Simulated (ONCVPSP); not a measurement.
# Configuration tests for carbon (C) (ONCV)

carbon (C), optimised norm-conserving Vanderbilt (ONCV), made with ONCVPSP 4.0.1 (PBE, non-relativistic). Core [He], reference 2s2 2p2. Waves: 2s: rc 0.95 bohr, ncon 4, nbas 8, qcut 5.8 1/bohr, local; 2p: rc 1.80 bohr, ncon 3, nbas 6, qcut 8.7 1/bohr, 3 projectors, debl 2.6 Ha. Local part: the s channel. Core correction: none.

Energies are relative to the spin-unpolarised reference configuration 2s2 2p2; without spin polarisation the order of configurations can differ from experiment.

Problem. Give the all-electron excitation energy and the error of the potential for: 2s2 2p1; 2s2 2p0; 2s1 2p0; 2s1 2p3.

Solution.

| valence configuration | charge | ΔE all-electron (eV) | error AE − PS (meV) |
| --- | --- | --- | --- |
| 2s2 2p1 | +1 | 10.865 | +18 |
| 2s2 2p0 | +2 | 35.024 | +194 |
| 2s1 2p0 | +3 | 83.197 | +441 |
| 2s1 2p3 | 0 | 8.463 | +2.2 |
